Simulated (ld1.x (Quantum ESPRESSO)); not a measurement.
# Transferability test, RRKJ potential for Rh (Z = 45)

ld1.x (Quantum ESPRESSO) 7.5 input, shortened:

```
&input
   title='Rh', zed=45., rel=1, dft='PBE', iswitch=3,
   config='[Kr] 4d8 5s1 5p0'
 /
 &inputp
   pseudotype=2, tm=.false., rho0=0.005, lloc=1,
   nlcc=.false.
 /
3
4S  1  0   2.00   0.00  1.65  1.65  0.0
4D  3  2   8.00   0.00  1.35  1.35  0.0
4P  2  1   6.00   0.00  1.70  1.70  0.0
 &test
   configts(1)='4s2 4p6 4d8 5s1 5p0'
 /
```

Occupied shells without a wave of their own: 5s. They enter only through the test configuration that unscreens the potential.

Energies are relative to the spin-unpolarised reference configuration 4s2 4p6 4d8 5s1 5p0; without spin polarisation the order of configurations can differ from experiment.

| valence configuration | charge | ΔE all-electron (eV) | error AE − PS (meV) |
| --- | --- | --- | --- |
| 4s2 4p6 4d7 5s0 5p0 | +2 | 26.971 | -250 |
| 4s2 4p6 4d6 5s0 5p0 | +3 | 59.476 | -314 |
| 4s2 4p6 4d7 5s1 5p1 | 0 | 6.619 | +131 |
| 4s2 4p6 4d8 5s0.5 5p0 | +0.5 | 2.919 | -76 |
| 4s2 4p6 4d9 5s0 5p0 | 0 | -0.909 | -106 |
| 4s1 4p6 4d8 5s1 5p0 | +1 | 89.043 | +5.9 |

**Question.** What are ΔE and the potential's error for 4s2 4p6 4d8 5s0 5p0?

**Answer.** ΔE = 7.460 eV all-electron; the error (AE − PS) is -174 meV.

ld1.x printed “convergence not achieved” for 1 of the counted tests; its residual had stalled under 1e-8, short of the target of 1e-14. The 5s level has no wave, so the channel is fitted at the deeper level alone: the likely source of the large errors.
